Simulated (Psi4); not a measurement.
HN2, charge +1, singlet, at a GFN2-xTB geometry; SVWN/def2-SVP run with Psi4.

Psi4 was given this input:
```
memory 2 GB

molecule {
1 1
N    -0.00000000   -0.00000000   -0.64481385
N     0.00000000    0.00000000    0.43538188
H     0.00000000    0.00000000    1.46602381
}

set {
  basis def2-svp
  guess sap
}

energy('svwn')
print_variables()
```

The log (banner, timings and long lists left out):

```
   => Loading Basis Set <=

    Name: DEF2-SVP
    Role: ORBITAL
    Keyword: BASIS

         ---------------------------------------------------------
                                   SCF
               by Justin Turney, Rob Parrish, Andy Simmonett
                          and Daniel G. A. Smith
                              RKS Reference
         ---------------------------------------------------------

  ==> Geometry <==

    Molecular point group: c2v
    Full point group: C_inf_v

    Geometry (in Angstrom), charge = 1, multiplicity = 1:

       Center              X                  Y                   Z               Mass
    ------------   -----------------  -----------------  -----------------  -----------------
         N            0.000000000000     0.000000000000    -0.594658847816    14.003074004430
         N            0.000000000000     0.000000000000     0.485536882184    14.003074004430
         H            0.000000000000     0.000000000000     1.516178812184     1.007825032230

  Running in c2v symmetry.

  Rotational constants: A = ************  B =      1.59490  C =      1.59490 [cm^-1]
  Rotational constants: A = ************  B =  47813.89092  C =  47813.89092 [MHz]
  Nuclear repulsion =   29.353593186952182

  Charge       = 1
  Multiplicity = 1
  Electrons    = 14
  Nalpha       = 7
  Nbeta        = 7

  ==> Algorithm <==

  SCF Algorithm Type is DF.
  DIIS enabled.
  MOM disabled.
  Fractional occupation disabled.
  Guess Type is SAP.
  Energy threshold   = 1.00e-06
  Density threshold  = 1.00e-06
  Integral threshold = 1.00e-12

  ==> Primary Basis <==

  Basis Set: DEF2-SVP
    Blend: DEF2-SVP
    Number of shells: 15
    Number of basis functions: 33
    Number of Cartesian functions: 35
    Spherical Harmonics?: true
    Max angular momentum: 2

  ==> DFT Potential <==

   => LibXC <=

    Version 7.1.2
    S. Lehtola, C. Steigemann, M. J. T. Oliveira, and M. A. L. Marques,  SoftwareX 7, 1–5 (2018) (10.1016/j.softx.2017.11.002)

   => Composite Functional: SVWN <=

    Slater exchange
    Vosko, Wilk & Nusair (VWN5_RPA)
    P. A. M. Dirac,  Math. Proc. Cambridge Philos. Soc. 26, 376 (1930) (10.1017/S0305004100016108)
    F. Bloch,  Z. Phys. 57, 545 (1929) (10.1007/BF01340281)
    S. H. Vosko, L. Wilk, and M. Nusair,  Can. J. Phys. 58, 1200 (1980) (10.1139/p80-159)

    Deriv               =              1
    GGA                 =          FALSE
    Meta                =          FALSE

    Exchange Hybrid     =          FALSE
    MP2 Hybrid          =          FALSE

   => Exchange Functionals <=

    1.0000         XC_LDA_X

   => Correlation Functionals <=

    1.0000   XC_LDA_C_VWN_RPA

   => LibXC Density Thresholds  <==

    XC_LDA_C_VWN_RPA:  1.00E-15
    XC_LDA_X:  1.00E-15

   => Molecular Quadrature <=

    Radial Scheme          =       TREUTLER
    Pruning Scheme         =           NONE
    Nuclear Scheme         =       TREUTLER

    Blocking Scheme        =         OCTREE
    BS radius alpha        =              1
    Pruning alpha          =              1
    Radial Points          =             75
    Spherical Points       =            302
    Total Points           =          65144
    Total Blocks           =            554
    Max Points             =            255
    Max Functions          =             33
    Weights Tolerance      =       1.00E-15

   => Loading Basis Set <=

    Name: (DEF2-SVP AUX)
    Role: JKFIT
    Keyword: DF_BASIS_SCF

  ==> Integral Setup <==

  SCF_SUBTYPE=INCORE selected. In-core MEM_DF algorithm will be used.
  Using in-core AOs.

  ==> MemDFJK: Density-Fitted J/K Matrices <==

    J tasked:                   Yes
    K tasked:                    No
    wK tasked:                   No
    Algorithm:                 Core
    Schwarz Cutoff:           1E-12
    Mask sparsity (%):       0.0000
    Fitting Condition:        1E-10

   => Auxiliary Basis Set <=

  Basis Set: (DEF2-SVP AUX)
    Blend: DEF2-UNIVERSAL-JKFIT
    Number of shells: 56
    Number of basis functions: 172
    Number of Cartesian functions: 206
    Spherical Harmonics?: true
    Max angular momentum: 4

  Minimum eigenvalue in the overlap matrix is 3.0353663811E-03.
  Reciprocal condition number of the overlap matrix is 8.0138987345E-04.
    Using symmetric orthogonalization.

  ==> Pre-Iterations <==

  SCF Guess: Superposition of Atomic Potentials (doi:10.1021/acs.jctc.8b01089).

  ==> SAP guess <==

   => Molecular Quadrature <=

    Radial Scheme          =       TREUTLER
    Pruning Scheme         =           NONE
    Nuclear Scheme         =       TREUTLER

    Blocking Scheme        =         OCTREE
    BS radius alpha        =              1
    Pruning alpha          =              1
    Radial Points          =             75
    Spherical Points       =            302
    Total Points           =          65144
    Total Blocks           =            554
    Max Points             =            255
    Max Functions          =             33
    Weights Tolerance      =       1.00E-15

   -------------------------------------------------------
    Irrep   Nso     Nmo     Nalpha   Nbeta   Ndocc  Nsocc
   -------------------------------------------------------
     A1        17      17       5       5       5       0
     A2         2       2       0       0       0       0
     B1         7       7       1       1       1       0
     B2         7       7       1       1       1       0
   -------------------------------------------------------
    Total      33      33       7       7       7       0
   -------------------------------------------------------

  ==> Iterations <==

                           Total Energy        Delta E     RMS |[F,P]|

   @DF-RKS iter   1:  -108.85347910005885   -1.08853e+02   3.30404e-02 DIIS/ADIIS
   @DF-RKS iter   2:  -108.10366434771763    7.49815e-01   7.26044e-02 DIIS/ADIIS
   @DF-RKS iter   3:  -109.00222392082813   -8.98560e-01   1.12966e-02 DIIS/ADIIS
   @DF-RKS iter   4:  -109.02448478042777   -2.22609e-02   1.90194e-03 DIIS/ADIIS
   @DF-RKS iter   5:  -109.02514266028305   -6.57880e-04   8.22122e-05 DIIS
   @DF-RKS iter   6:  -109.02514402380527   -1.36352e-06   4.92702e-06 DIIS
   @DF-RKS iter   7:  -109.02514402703646   -3.23119e-09   1.87795e-06 DIIS
   @DF-RKS iter   8:  -109.02514402752809   -4.91625e-10   4.95027e-07 DIIS
  Energy and wave function converged.

  ==> Post-Iterations <==

   Electrons on quadrature grid:
      Ntotal   =   14.0000007913 ; deviation = 7.913e-07

    Orbital Energies [Eh]
    ---------------------

    Doubly Occupied:

       1A1   -14.382712     2A1   -14.367606     3A1    -1.428474
       4A1    -1.042582     1B2    -0.821606     1B1    -0.821606
       5A1    -0.758277

    Virtual:

       2B2    -0.451167     2B1    -0.451167     6A1    -0.292227
       7A1    -0.048383     8A1     0.172560     3B2     0.234953
       3B1     0.234953     9A1     0.277133     4B2     0.384709
       4B1     0.384709    10A1     0.398912    11A1     0.616220
       5B2     0.944093     5B1     0.944093    12A1     0.953172
      13A1     1.379556     1A2     1.379556     6B2     1.603094
       6B1     1.603094    14A1     1.720355    15A1     1.870159
       2A2     1.870159    16A1     2.522384     7B1     2.710478
       7B2     2.710478    17A1     3.431935

    Final Occupation by Irrep:
             A1    A2    B1    B2
    DOCC [     5,    0,    1,    1 ]
    NA   [     5,    0,    1,    1 ]
    NB   [     5,    0,    1,    1 ]

  @DF-RKS Final Energy:  -109.02514402752809

   => Energetics <=

    Nuclear Repulsion Energy =             29.3535931869521818
    One-Electron Energy =                -200.4744107077211765
    Two-Electron Energy =                  75.2207486352247514
    DFT Exchange-Correlation Energy =     -13.1250751419838600
    Empirical Dispersion Energy =           0.0000000000000000
    VV10 Nonlocal Energy =                  0.0000000000000000
    Total Energy =                       -109.0251440275280856

Computation Completed

Properties will be evaluated at   0.000000,   0.000000,   0.000000 [a0]

Properties computed using the SCF density matrix

 Multipole Moments:

 ------------------------------------------------------------------------------------
     Multipole            Electronic (a.u.)      Nuclear  (a.u.)        Total (a.u.)
 ------------------------------------------------------------------------------------

 L = 1.  Multiply by 2.5417464519 to convert [e a0] to [Debye]
 Dipole X            :          0.0000000            0.0000000            0.0000000
 Dipole Y            :          0.0000000            0.0000000            0.0000000
 Dipole Z            :         -0.0918107            1.4216883            1.3298776
 Magnitude           :                                                    1.3298776

 ------------------------------------------------------------------------------------

  Variable Map:
  ----------------------------------------------------------------------------
  "CURRENT ENERGY"              =>    -109.025144027528
  "CURRENT REFERENCE ENERGY"    =>    -109.025144027528
  "DD SOLVATION ENERGY"         =>       0.000000000000
  "DFT FUNCTIONAL TOTAL ENERGY" =>    -109.025144027528
  "DFT TOTAL ENERGY"            =>    -109.025144027528
  "DFT VV10 ENERGY"             =>       0.000000000000
  "DFT XC ENERGY"               =>     -13.125075141984
  "GRID ELECTRONS ALPHA"        =>       7.000000395660
  "GRID ELECTRONS BETA"         =>       7.000000395660
  "GRID ELECTRONS TOTAL"        =>      14.000000791319
  "NUCLEAR REPULSION ENERGY"    =>      29.353593186952
  "ONE-ELECTRON ENERGY"         =>    -200.474410707721
  "PCM POLARIZATION ENERGY"     =>       0.000000000000
  "PE ENERGY"                   =>       0.000000000000
  "SCF ITERATION ENERGY"        =>    -109.025144027528
  "SCF ITERATIONS"              =>       8.000000000000
  "SCF TOTAL ENERGY"            =>    -109.025144027528
  "TWO-ELECTRON ENERGY"         =>      75.220748635225
  "XC GRID RADIAL POINTS"       =>      75.000000000000
  "XC GRID SPHERICAL POINTS"    =>     302.000000000000
  "XC GRID TOTAL POINTS"        =>   65144.000000000000

  Array Variable Map:
  ----------------------------------------------------------------------------
  "CURRENT DIPOLE"              =>       0.000000000000 ... 1.329877581839 1 by 3
  "SCF DIPOLE"                  =>       0.000000000000 ... 1.329877581839 1 by 3
  "SCF TOTAL ENERGIES"          =>    -108.853479100059 ... -109.025144027528 1 by 8
```
